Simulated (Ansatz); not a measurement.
Total energies of the cluster Zr₂O₅H₂ from Ansatz at PBE0-D4/def2-TZVPD, gas phase (1 Eh = 27.2114 eV = 2625.5 kJ/mol). The reference geometry is relaxed at B3LYP-D4/def2-SVP.

```xyz
9

Zr   -0.7977   -0.3823   -0.8666
Zr    0.9382    1.1078    1.1694
O    -0.7283    0.2742    1.1991
O     1.0679    0.7012   -0.6446
O    -2.1867    0.4321   -2.0290
O    -0.5666   -2.1289   -1.0459
O     2.2927    0.2897    2.2993
H     2.8017   -0.4603    2.6206
H    -2.8212    0.1666   -2.7022
```

| state | geometry | energy (Eh) |
| --- | --- | --- |
| charge 0 singlet | reference | -471.56291 |
| charge -1 doublet | reference | -471.63363 |
| free Zr atom (triplet) | – | -46.88229 |
| free O atom (triplet) | – | -75.01925 |
| free H atom (doublet) | – | -0.50104 |

In the def2 sets Zr takes a core potential; there is no spin–orbit coupling.

Work out the vertical electron affinity, to the doublet.

E(charge 0 singlet) − E(charge -1 doublet) = -471.56291 − (-471.63363) = 0.07072 Eh = 1.92 eV.

What is the binding energy per atom against free atoms?

Atoms: 2 × (-46.88229) + 5 × (-75.01925) + 2 × (-0.50104) = -469.86291 Eh. Binding: -469.86291 − (-471.56291) = 1.70000 Eh = 46.26 eV, or 5.14 eV for each of 9 atoms (no zero-point energy, no counterpoise term).

The structure comes from a short search, and lower isomers may exist.
